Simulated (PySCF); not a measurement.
## SMILES CCc1ccc(C(=O)O)cc1, C9H10O2

Geometry:
```
atom   x (Å)   y (Å)   z (Å)
  C1  -3.170   0.392  -0.386
  C2  -2.307   0.487   0.871
  C3  -0.858   0.189   0.596
  C4  -0.375  -1.125   0.648
  C5   0.951  -1.411   0.349
  C6   1.827  -0.382  -0.012
  C7   3.235  -0.735  -0.316
  O8   3.688  -1.851  -0.261
  O9   3.981   0.324  -0.665
 C10   1.357   0.935  -0.069
 C11   0.028   1.211   0.233
 H12  -2.830   1.103  -1.154
 H13  -3.118  -0.616  -0.825
 H14  -4.224   0.611  -0.161
 H15  -2.396   1.497   1.303
 H16  -2.685  -0.214   1.632
 H17  -1.052  -1.935   0.933
 H18   1.338  -2.431   0.392
 H19   4.871  -0.020  -0.836
 H20   2.042   1.737  -0.348
 H21  -0.332   2.243   0.191
```

Computed, not measured: quadratic response CAM-B3LYP/def2-SVPD first hyperpolarisability, Taylor convention, gas phase (PySCF 2.14.0). Geometry: PBE0-D3(BJ)/def2-SVP.

Question: Give the tensor of the static β(0;0,0) in the axes of these coordinates.

Answer: In au, Taylor convention; rows are the first index (the induced dipole):
```
       xx     yy     zz      xy     xz     yz
x  -422.3  +34.7  +10.8  +102.6  +81.9  -25.2
y  +102.6  -36.1   -3.3   +34.7  -25.2   -6.0
z   +81.9   -6.0   +3.5   -25.2  +10.8   -3.3
```
Norm of βᵢ = ⅓ Σⱼ (βᵢⱼⱼ + βⱼᵢⱼ + βⱼⱼᵢ): 390.2 au, hyper-Rayleigh value 185.4 au.
